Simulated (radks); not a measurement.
Question: These are the eigenvalues of the occupied orbitals of an atom or ion with whole-number occupations (hartree). Method: Dirac Kohn-Sham, exchange-only LDA, spin-unpolarised, spherical densities, finite nucleus; Fermi nuclear charge, rms radius of each element as measured or else 0.836 A^(1/3) + 0.57 fm; computed with a radial shooting solver on a logarithmic mesh with Libxc functionals.

1s1/2: -1111.485
2s1/2: -169.0504
2p1/2: -158.2378
2p3/2: -148.9978
3s1/2: -33.06694
3p1/2: -28.63895
3p3/2: -26.93484
3d3/2: -19.08278
3d5/2: -18.72825
4s1/2: -5.38747
4p1/2: -3.88789
4p3/2: -3.56935
4d3/2: -1.19805
4d5/2: -1.15221
5s1/2: -0.43257
5p1/2: -0.15686
5p3/2: -0.13485

Which element is it, and in what charge state? The configuration may be excited. Open shells, if any, fill j = l - 1/2 first.

Answer: Z = 51, antimony, charge 0: Sb in [Kr] 4d10 5s2 5p3. The list shows which subshells hold electrons but not how many an open one holds; the 1s level, -1111.5 hartree, gives Z - s = 47.1 by -(Z - s)^2/2, which with screening and relativity narrows Z to a few neighbours, and the depths of the outer levels then fix element, charge and occupations together.
